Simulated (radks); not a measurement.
Results of a calculation; reference values are marked as such.
Tb, 65 electrons, occupied as [Xe] 4f9 6s2. Level of theory: scalar-relativistic Kohn-Sham, BLYP, spin-polarised, spherical densities, finite nucleus; open shells are filled with parallel spins first (spin-orbit coupling, left out, can overturn this in heavy ions); Fermi nuclear charge, rms radius 5.06 fm (a radial shooting solver on a logarithmic mesh with Libxc functionals).

Normalised radial functions P(r) = r R(r), r in bohr:

r          5s down   4f up
0.0008972   0.0401  0.0000
0.001226    0.0516  0.0000
0.001675    0.0657  0.0000
0.002288    0.0826  0.0000
0.003125    0.1021  0.0000
0.00427     0.1229  0.0000
0.005833    0.1427  0.0000
0.007905    0.1563  0.0000
0.0108      0.1571  0.0000
0.01475     0.1344  0.0001
0.02016     0.0771  0.0004
0.02754    -0.0190  0.0013
0.03762    -0.1396  0.0039
0.05139    -0.2370  0.0110
0.06965    -0.2343  0.0287
0.09516    -0.0698  0.0708
0.13        0.2069  0.1592
0.1776      0.3667  0.3190
0.2426      0.1577  0.5572
0.3315     -0.3233  0.8296
0.4528     -0.5332  1.0330
0.6137     -0.1041  1.0647
0.8384      0.6392  0.9203
1.145       1.0172  0.6796
1.565       0.8255  0.4349
2.138       0.4072  0.2434
2.921       0.1212  0.1201
3.99        0.0199  0.0519
5.407       0.0016  0.0192
7.387       0.0000  0.0053
10.09       0.0000  0.0010
13.79       0.0000  0.0001

5s down: eigenvalue -46.037 eV, 4 radial nodes at r = 0.0261, 0.103, 0.270, 0.642 bohr, <r> = 1.34 bohr, 90 % of the charge inside 1.93 bohr. 4f up: eigenvalue -4.206 eV, 0 radial nodes, <r> = 0.889 bohr, 90 % of the charge inside 1.55 bohr.
